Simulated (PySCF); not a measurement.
# A small calculation by hand: entropy of an ideal gas

F₄Se, SMILES F[Se](F)(F)F (connectivity only; charge and spin as stated), charge +1, multiplicity 2.

Geometry optimised at PBE0-D3(BJ)/def2-SVP. The spin state was assumed, not searched. The isomer is the one that the SMILES or the coordinates give; other isomers of the formula were not compared.

PBE0-D3(BJ)/def2-SVP (PySCF) gives the harmonic wavenumbers 191, 193, 285, 318, 337, 569, 601, 805, 818 cm⁻¹ and the rotational temperatures 0.2380, 0.1598, 0.1390 K. The molar mass is 154.96 g/mol, the symmetry number 2, the spin multiplicity 2.

**Question.** Work out the entropy at 298.15 K and 1 atm in the rigid-rotor, harmonic-oscillator model.

**Answer.** 
Translation (Sackur–Tetrode at 1 atm): S = R[1.5 ln M + 2.5 ln T − 1.16487] = 171.6 J/(mol K).
Rotation: q = (√π/σ) T^1.5/√(θA θB θC) = 62700, S = R[ln q + 3/2] = 104.3 J/(mol K).
Vibration: with u = 1.4388 ν/T, each mode gives R[u/(e^u − 1) − ln(1 − e^−u)]:
```
ν (cm⁻¹)  modes     u  S (J/(mol K))
--------  -----  ----  -------------
191           1  0.92           9.28
193           1  0.93           9.20
285           1  1.38           6.29
318           1  1.53           5.52
337           1  1.63           5.13
569           1  2.75           2.12
601           1  2.90           1.87
805           1  3.88           0.85
818           1  3.95           0.81
```
These are all the modes. Sum 41.1 J/(mol K).
Spin: R ln 2 = 5.8 J/(mol K).
Total 322.8 J/(mol K); the program's own thermochemistry gives 322.8. Translation makes up 53 % and vibration 13 %. Anharmonicity, hindered rotation and orbital degeneracy are left out.
